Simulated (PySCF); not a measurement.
ZnO under electron impact: the energy ladder

PBE0 in PySCF with def2-SVPD on every atom, for the lowest determinant that a PBE0 search found; no spin–orbit coupling.

| species | state (unpaired electrons) | Re (Å) | ωe (cm⁻¹) | energy of the minimum from the neutral (eV) | De (eV) | dissociates to |
| --- | --- | --- | --- | --- | --- | --- |
| ZnO | triplet (σ ↑, π ↑) | 1.870 | 540 | 0.00 | 1.79 | Zn + O |
| ZnO⁺ | doublet (π ↑) | 1.804 | 630 | 8.91 | 1.70 | Zn⁺ + O |
| ZnO⁻ | doublet (σ ↑) | 1.769 | 628 | -1.95 | 2.28 | Zn + O⁻ |

Problem. Work out the lowest energy to break ZnO into atoms, from its vibrational ground state.

Solution. D0 = De − ωe/2 = 1.79 − 0.03 = 1.76 eV (PBE0/def2-SVPD).

Problem. Work out the ionisation energy of the Zn atom at this level and the threshold of dissociative ionisation.

Solution. IE(Zn) = 8.91 + 1.70 − 1.79 = 8.82 eV, so Zn⁺ + O + e⁻ appears at D0 + IE(Zn) = 10.58 eV (PBE0/def2-SVPD). The measured IE(Zn) is 9.394 eV (NIST ASD).

Problem. Work out the electron affinity of the O atom and the threshold of dissociative attachment.

Solution. EA(O) = 1.79 − 2.28 − (-1.95) = 1.46 eV, so Zn + O⁻ needs D0 − EA(O) = 0.30 eV (PBE0/def2-SVPD). The measured EA(O) is 1.461 eV.

Problem. At which energy does ion-pair formation open?

Solution. Zn⁺ + O⁻ lies at D0 + IE(Zn) − EA(O) = 9.12 eV (PBE0/def2-SVPD).

These are thermodynamic thresholds; the onsets seen under electron impact lie higher where the geometry changes, and cross-sections peak well above them.

For an ion De counts to the pair picked by the measured ionisation energies or electron affinities, which need not be the lowest pair at this level. States were picked by a PBE0 search and need not be the measured ground states.
